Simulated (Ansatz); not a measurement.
Wavefunction ladder for `C[CH](C)[GeH3]`

```xyz
14

C     1.155   -0.485   -0.881
C    -0.239   -0.272   -0.308
C    -0.820    1.072   -0.725
Ge   -0.223   -0.449    1.653
H     1.564   -1.463   -0.617
H     1.141   -0.416   -1.974
H     1.853    0.276   -0.517
H    -0.896   -1.070   -0.671
H    -0.208    1.900   -0.354
H    -1.836    1.216   -0.350
H    -0.854    1.159   -1.817
H    -1.641   -0.271    2.229
H     0.692    0.635    2.260
H     0.312   -1.832    2.072
```

Total charge 0; spin multiplicity 1. Correlated methods include outer-core shells of Ge, which these sets cover unevenly. Scalar relativity is left out up to krypton. Geometry: relaxed with PBE0-D4/def2-TZVP. Frozen core, restricted reference, Ansatz 0.2.0.

```
     basis      HF (Eh)  MP2 corr.
  def2-SVP  -2194.43569   -0.68062
def2-TZVPP  -2194.82797   -0.80642
def2-QZVPP  -2194.87574   -1.10355
```

Q: Estimate the CCSD correlation energy and the (T) correction in each basis where they were run (hartree).

A: 
```csv
basis,CCSD corr.,(T)
def2-SVP,-0.73396,-0.02118
def2-TZVPP,-0.85476,-0.03160
```
